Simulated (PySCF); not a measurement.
NMR data simulated for an unnamed compound:

¹H NMR (400 MHz, computed): δ 4.59 (m, 3H), 3.38 (s, 1H).

¹³C{¹H} NMR (computed): δ 202.9 (C), 165.2 (C), 126.1 (C), 98.7 (CH), 78.3 (C).

PySCF 2.14.0 with density-fitted response routines calculation with NMR shieldings at PBE0/pcSseg-1/GIAO and structure optimised with GFN2-xTB; equivalent nuclei averaged, gas phase, single conformer, non-relativistic.

Referencing at the same level of theory: ¹H (σ = 31.72 ppm) and ¹³C (σ = 186.93 ppm) against TMS.

Question: Which of these does the molecule contain: a heteroaromatic ring, a Si–H bond, an amide, an NH or NH2 group, a C≡C triple bond, an N-methyl group?

Answer: 
- A heteroaromatic ring: yes.
- A Si–H bond: yes (δH 4.59 (m)).
- An amide: no.
- An NH or NH2 group: no.
- A C≡C triple bond: yes (δC 98.7, 78.3; δH 3.38 (s)).
- An N-methyl group: no.

The data belong to `C#Cc1pc([SiH3])oc1Cl`, C5H4ClOPSi; they needn't prove each group on their own.

Carbon signals by region: 2 in the far downfield region (above 160 ppm), 1 in the sp2 and nitrile region (100–160 ppm), 2 at 50–100 ppm. Above 160 ppm: 202.9, substituted aromatic carbon next to the ring oxygen, 165.2, aromatic carbon bearing chlorine.

Carbons that carry Cl, above all several Cl atoms, come out too deshielded, partly because spin–orbit coupling is missing. Splittings by ³¹P in the carbon and heteronuclear signals aren't shown, as no couplings were computed. Shifts are as computed. Against solution values, carbons near 30 ppm lie about +3 ppm off and those near 130 ppm about +5 ppm; carbons on Cl a further +6 ppm. Of 1211 compounds with measured shifts, 218 miss one by over three times the rms of a fit or turn the order of signals round; such compounds aren't used in these exercises. Multiplicities follow the n + 1 count of equivalent neighbours, as no J values were calculated; m marks all less simple cases, F and P coupling included.
